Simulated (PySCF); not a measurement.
CH7FN2Si. Atoms are numbered in the order given.

```xyz
12

C      2.1848     0.0281     0.9581
N      1.0553    -0.5180     0.2329
Si    -0.4970     0.1775     0.0829
N     -1.5918    -1.0845    -0.2979
F     -0.7024     1.2273    -1.1532
H      1.8342     0.8028     1.6580
H      2.6984    -0.7424     1.5603
H      2.9399     0.5004     0.3015
H      1.2926    -1.2700    -0.4091
H     -0.6986     1.0067     1.3033
H     -2.4586    -0.8781    -0.7835
H     -1.6816    -1.9019     0.2953
```

Coordinates come from a r2SCAN-D4/def2-SVP optimisation. The structure was generated by enumeration; whether it is a known compound was not checked. Other conformers were not sampled.

These are r2SCAN-D4/def2-SVP run with PySCF values and carry that method's errors.

Frequencies are harmonic and unscaled.

Computed vibrational spectrum:
```
mode  ν (cm⁻¹)  IR (km/mol)   moving atoms (share of kinetic energy)
----  --------  -----------  ---------------------------------------
1           97          3.9           H 27 %, C 25 %, N 25 %, F 17 %
2          149          1.1                                   H 91 %
3          194          0.3          N 37 %, H 33 %, Si 14 %, C 12 %
4          228          1.3            H 53 %, F 20 %, N 16 %, C 8 %
5          288         17.9          N 37 %, F 28 %, Si 18 %, H 16 %
6          336         46.4                    H 71 %, N 13 %, F 9 %
7          364        127.8                           H 75 %, N 19 %
8          412         46.4  N 31 %, Si 26 %, C 16 %, H 16 %, F 10 %
9          511        110.3                           H 84 %, N 13 %
10         757         59.5                  N 33 %, H 31 %, Si 22 %
11         773         15.0                   H 55 %, F 20 %, N 19 %
12         810         22.1                           H 78 %, N 15 %
13         867         13.2           H 55 %, F 22 %, Si 13 %, N 8 %
14         914        230.1                  Si 43 %, N 31 %, H 24 %
15         956        253.3                  H 48 %, Si 35 %, F 11 %
16        1091         22.8                           H 82 %, C 11 %
17        1142          0.6                           H 75 %, C 19 %
18        1162        117.9                   N 42 %, C 33 %, H 23 %
19        1399         93.7                   H 62 %, N 26 %, C 11 %
20        1445         11.9                           H 86 %, C 14 %
21        1466          4.4                                   H 97 %
22        1503          7.6                                   H 95 %
23        1534         64.4                           H 89 %, N 11 %
24        2234        164.7                                   H 97 %
25        2992         93.1                                   H 97 %
26        3062         44.0                            H 91 %, C 9 %
27        3118         18.0                            H 91 %, C 9 %
28        3590         20.7                                   H 93 %
29        3592         36.0                                   H 96 %
30        3695         36.4                            H 91 %, N 9 %
```
